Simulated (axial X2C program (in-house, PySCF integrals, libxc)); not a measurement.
# Correcting the dissociation energy of SnSi for spin–orbit coupling

A spin-free CCSD(T) curve (one-electron X2C) was computed with an axial X2C code built on PySCF integrals, basis Sn dyall-cv3z [11s12p9d4f1g], Si dyall-v3z [8s7p2d1f] (cores contracted in-house), for the state M_S = 1, Λ = 0 (beyond evenly filled blocks: π+α, π-α). It gives D0 = 2.470 eV to Sn + Si, which in a spin-free picture are the weighted means of the ground terms.

Correlated methods: 8 electrons correlated (number of frozen shells: Sn 4 s, 3 p, 2 d; Si 2 s, 1 p), 230 virtual spin orbitals or spinors in MP2, 90 natural virtuals in coupled cluster.

Measured levels of the ground terms (NIST Handbook of Basic Atomic Spectroscopic Data), in cm⁻¹: Sn 3P: J = 0 at 0, J = 1 at 1691.8, J = 2 at 3427.7; Si 3P: J = 0 at 0, J = 1 at 77.1, J = 2 at 223.2.

The molecular state has Λ = 0, so it has no first-order lowering.

**Question.** How far does each ground level lie under the (2J+1)-weighted mean of its term?

**Answer.** Sn: (1 × 0 + 3 × 1691.8 + 5 × 3427.7)/9 = 2468 cm⁻¹; Si: (1 × 0 + 3 × 77.1 + 5 × 223.2)/9 = 150 cm⁻¹.

**Question.** Correct D0.

**Answer.** D0 = 2.470 + (0 − 2618)/8065.5 = 2.145 eV at CCSD(T) with these spin–orbit terms.

Second-order spin–orbit effects in the molecule, which grow quickly with Z, are left out. The state is a single determinant with fixed occupations, the lowest that a limited PBE0 search found. De is counted from the lowest determinant-based energies of the atoms at the same level, without counterpoise correction. Coupled cluster ran in a truncated set of natural virtual spinors; the MP2 energy of the rest was added. (T) has no such correction and the atoms are truncated less, which lowers De at CCSD(T) by a hundredth of an eV or more. PBE0 can misorder states that lie within some tenths of an eV, so this need not be the ground state of the molecule. The nearest other spin-free determinant of the search, M_S = 1, Λ = 1, lies 0.37 eV up at the distance of the search. With the outer-core shells frozen, correlated bond lengths of heavy atoms tend to come out a few hundredths of an ångström too long.
